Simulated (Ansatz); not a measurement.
Basis-set extrapolation for BH₇O₂Si₂ (`BO[SiH2][SiH2]O`) (PBE0-D4/def2-TZVP geometry, frozen core, the Gaussian-basis code of Ansatz). Multiplicity 1, RHF reference.

|  | def2-TZVPP | def2-QZVPP |
| --- | --- | --- |
| HF | -756.573530 | -756.600989 |
| MP2 correlation | -0.819260 | -0.883640 |
| CCSD(T) correlation | -0.900730 | not run |

Energies in hartree. Use E(X) = E(∞) + A·exp(−7.88·√X) for Hartree–Fock and E(X) = E(∞) + B·X^(−2.97) for correlation, with X = 3 and 4, and add CCSD(T) minus MP2 of the smaller set to the MP2 limit.

Q: What is the CCSD(T) energy at the basis-set limit?

A: HF limit: -756.600989 + (-0.027459) × 0.13774 = -756.60477. MP2 limit: -0.883640 + (-0.064380) × 0.74074 = -0.93133. Higher-order term: -0.900730 − (-0.819260) = -0.08147. Total: -757.61757 hartree, 376.3 kJ/mol below CCSD(T)/def2-TZVPP.
